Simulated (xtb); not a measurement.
xtb input file for C3S2, SMILES S=C=C=C=S, GFN2-xTB. 

```
$ xtb mol.xyz --gfn 2 --sp --chrg 0 --uhf 0 --json
$ cat mol.xyz
5

S     -0.00000000    -2.82591898    -0.00426915
C     -0.00000000    -1.26966248     0.00672397
C      0.00000000    -0.00000000     0.00932085
C     -0.00000000     1.26966247     0.00672398
S      0.00000000     2.82591898    -0.00426915
```

Output:

```
[banner left out]
          |                Calculation Setup                |
           -------------------------------------------------



           -------------------------------------------------
          |                 G F N 2 - x T B                 |
           -------------------------------------------------

        Reference                      10.1021/acs.jctc.8b01176
      * Hamiltonian:
        H0-scaling (s, p, d)           1.850000    2.230000    2.230000
        zeta-weighting                 0.500000
      * Dispersion:
        s8                             2.700000
        a1                             0.520000
        a2                             5.000000
        s9                             5.000000
      * Repulsion:
        kExp                           1.500000    1.000000
        rExp                           1.000000
      * Coulomb:
        alpha                          2.000000
        third order                    shell-resolved
        anisotropic                    true
        a3                             3.000000
        a5                             4.000000
        cn-shift                       1.200000
        cn-exp                         4.000000
        max-rad                        5.000000


          ...................................................
          :                      SETUP                      :
          :.................................................:
          :  # basis functions                  32          :
          :  # atomic orbitals                  30          :
          :  # shells                           12          :
          :  # electrons                        24          :
          :  max. iterations                   250          :
          :  Hamiltonian                  GFN2-xTB          :
          :  restarted?                      false          :
          :  GBSA solvation                  false          :
          :  PC potential                    false          :
          :  electronic temp.          300.0000000     K    :
          :  accuracy                    1.0000000          :
          :  -> integral cutoff          0.2500000E+02      :
          :  -> integral neglect         0.1000000E-07      :
          :  -> SCF convergence          0.1000000E-05 Eh   :
          :  -> wf. convergence          0.1000000E-03 e    :
          :  Broyden damping             0.4000000          :
          :  net charge                          0          :
          :  unpaired electrons                  0          :
          ...................................................

 iter      E             dE          RMSdq      gap      omega  full diag
   1    -13.0423308 -0.130423E+02  0.974E+00    2.56       0.0  T
   2    -13.0526602 -0.103293E-01  0.535E+00    2.05       1.0  T
   3    -13.0312040  0.214561E-01  0.417E+00    2.60       1.0  T
   4    -13.0646658 -0.334618E-01  0.473E-01    2.23       1.0  T
   5    -13.0656891 -0.102328E-02  0.175E-01    2.24       1.0  T
   6    -13.0657270 -0.379171E-04  0.577E-02    2.24       1.0  T
   7    -13.0657322 -0.517153E-05  0.156E-02    2.24       2.9  T
   8    -13.0657327 -0.487062E-06  0.121E-03    2.24      37.1  T
   9    -13.0657327 -0.223793E-08  0.747E-04    2.24      59.9  T
  10    -13.0657327 -0.105831E-08  0.116E-04    2.24     384.8  T

   *** convergence criteria satisfied after 10 iterations ***

         #    Occupation            Energy/Eh            Energy/eV
      -------------------------------------------------------------
         1        2.0000           -0.7387136             -20.1014
       ...           ...                  ...                  ...
         6        2.0000           -0.5119736             -13.9315
         7        2.0000           -0.5119731             -13.9315
         8        2.0000           -0.5106300             -13.8949
         9        2.0000           -0.4647641             -12.6469
        10        2.0000           -0.4647639             -12.6469
        11        2.0000           -0.3996266             -10.8744
        12        2.0000           -0.3996262             -10.8744 (HOMO)
        13                         -0.3174282              -8.6377 (LUMO)
        14                         -0.3174281              -8.6377
        15                         -0.1726452              -4.6979
        16                         -0.1635542              -4.4505
        17                         -0.1634975              -4.4490
       ...                                ...                  ...
        30                          1.4721265              40.0586
      -------------------------------------------------------------
                  HL-Gap            0.0821980 Eh            2.2367 eV
             Fermi-level           -0.3585272 Eh           -9.7560 eV

 SCC (total)                   0 d,  0 h,  0 min,  0.003 sec
 SCC setup                      ...        0 min,  0.000 sec (  2.098%)
 Dispersion                     ...        0 min,  0.000 sec (  0.658%)
 classical contributions        ...        0 min,  0.000 sec (  0.320%)
 integral evaluation            ...        0 min,  0.001 sec ( 19.267%)
 iterations                     ...        0 min,  0.001 sec ( 46.175%)
 molecular gradient             ...        0 min,  0.001 sec ( 29.293%)
 printout                       ...        0 min,  0.000 sec (  2.021%)

         :::::::::::::::::::::::::::::::::::::::::::::::::::::
         ::                     SUMMARY                     ::
         :::::::::::::::::::::::::::::::::::::::::::::::::::::
         :: total energy             -12.834341721645 Eh    ::
         :: gradient norm              0.000260744029 Eh/a0 ::
         :: HOMO-LUMO gap              2.236721863186 eV    ::
         ::.................................................::
         :: SCC energy               -13.065736298937 Eh    ::
         :: -> isotropic ES            0.002526739883 Eh    ::
         :: -> anisotropic ES         -0.000075761627 Eh    ::
         :: -> anisotropic XC          0.008033305433 Eh    ::
         :: -> dispersion             -0.003856572285 Eh    ::
         :: repulsion energy           0.231394577291 Eh    ::
         :: add. restraining           0.000000000000 Eh    ::
         :: total charge              -0.000000000000 e     ::
         :::::::::::::::::::::::::::::::::::::::::::::::::::::

           -------------------------------------------------
          |                Property Printout                |
           -------------------------------------------------

    * Orbital Energies and Occupations

         #    Occupation            Energy/Eh            Energy/eV
      -------------------------------------------------------------
         1        2.0000           -0.7387136             -20.1014
         2        2.0000           -0.7385196             -20.0961
         3        2.0000           -0.6612871             -17.9945
         4        2.0000           -0.6216028             -16.9147
         5        2.0000           -0.5397183             -14.6865
         6        2.0000           -0.5119736             -13.9315
         7        2.0000           -0.5119731             -13.9315
         8        2.0000           -0.5106300             -13.8949
         9        2.0000           -0.4647641             -12.6469
        10        2.0000           -0.4647639             -12.6469
        11        2.0000           -0.3996266             -10.8744
        12        2.0000           -0.3996262             -10.8744 (HOMO)
        13                         -0.3174282              -8.6377 (LUMO)
        14                         -0.3174281              -8.6377
Note: The following floating-point exceptions are signalling: IEEE_DENORMAL
normal termination of xtb
        15                         -0.1726452              -4.6979
        16                         -0.1635542              -4.4505
        17                         -0.1634975              -4.4490
        18                         -0.1402197              -3.8156
        19                         -0.0213429              -0.5808
        20                         -0.0213429              -0.5808
        21                         -0.0213419              -0.5807
        22                         -0.0213419              -0.5807
        23                          0.0605939               1.6488
       ...                                ...                  ...
        30                          1.4721265              40.0586
      -------------------------------------------------------------
                  HL-Gap            0.0821980 Eh            2.2367 eV
             Fermi-level           -0.3585272 Eh           -9.7560 eV

     #   Z          covCN         q      C6AA      α(0)
     1  16 S        0.994    -0.059   141.597    20.126
     2   6 C        1.959     0.087    28.905     8.682
     3   6 C        1.997    -0.055    32.529     9.211
     4   6 C        1.959     0.087    28.905     8.682
     5  16 S        0.994    -0.059   141.597    20.126

 Mol. C6AA /au·bohr⁶  :       1619.033295
 Mol. C8AA /au·bohr⁸  :      65010.112721
 Mol. α(0) /au        :         66.827724


Wiberg/Mayer (AO) data.
largest (>0.10) Wiberg bond orders for each atom

 ---------------------------------------------------------------------------
     #   Z sym  total        # sym  WBO       # sym  WBO       # sym  WBO
 ---------------------------------------------------------------------------
     1  16 S    2.233 --     2 C    1.885     4 C    0.205     3 C    0.143
     2   6 C    3.964 --     1 S    1.885     3 C    1.844     5 S    0.205
     3   6 C    3.975 --     2 C    1.844     4 C    1.844     1 S    0.143
                             5 S    0.143
     4   6 C    3.964 --     5 S    1.885     3 C    1.844     1 S    0.205
     5  16 S    2.233 --     4 C    1.885     2 C    0.205     3 C    0.143
 ---------------------------------------------------------------------------

Topologies differ in total number of bonds
Writing topology from bond orders to xtbtopo.mol

molecular dipole:
                 x           y           z       tot (Debye)
 q only:        0.000       0.000       0.002
   full:        0.000       0.000       0.003       0.008
molecular quadrupole (traceless):
                xx          xy          yy          xz          yz          zz
 q only:        1.186       0.000      -2.372       0.000       0.000       1.186
  q+dip:        0.048      -0.000      -0.096       0.000       0.000       0.048
   full:        1.530      -0.000      -3.059      -0.000       0.000       1.530


           -------------------------------------------------
          | TOTAL ENERGY              -12.834341721645 Eh   |
          | GRADIENT NORM               0.000260744029 Eh/α |
          | HOMO-LUMO GAP               2.236721863186 eV   |
           -------------------------------------------------

------------------------------------------------------------------------
------------------------------------------------------------------------
 total:
 SCF:
```

Self-consistency was reached.
